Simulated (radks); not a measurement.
Values are calculated unless marked as measured or tabulated.
Question: These are the eigenvalues of the occupied orbitals of an atom or ion with whole-number occupations (eV). Level of theory: scalar-relativistic Kohn-Sham, r2SCAN, spin-polarised, spherical densities, finite nucleus; meta-GGA in the generalised Kohn-Sham scheme; Fermi nuclear charge, rms radius of each element as measured or else 0.836 A^(1/3) + 0.57 fm (a radial shooting solver on a logarithmic mesh with Libxc functionals).

orbital  eigenvalue
1s up     -10280.23
1s down   -10280.16
2s down   -1294.027
2s up     -1294.012
2p up     -1127.147
2p down   -1127.139
3s up     -173.1205
3s down   -173.0700
3p up     -122.1619
3p down   -122.0894
3d up      -39.9404
3d down    -39.6808
4s up      -27.0570

Which element is it, and in what charge state? The configuration may be excited. Open shells, if any, are filled with parallel spins first.

Answer: Z = 31, gallium, charge +2: Ga2+ in [Ar] 3d10 4s1. The list shows which subshells hold electrons but not how many an open one holds; the 1s level, -377.79 hartree, gives Z - s = 27.5 by -(Z - s)^2/2, which with screening and relativity narrows Z to a few neighbours, and the depths of the outer levels then fix element, charge and occupations together.
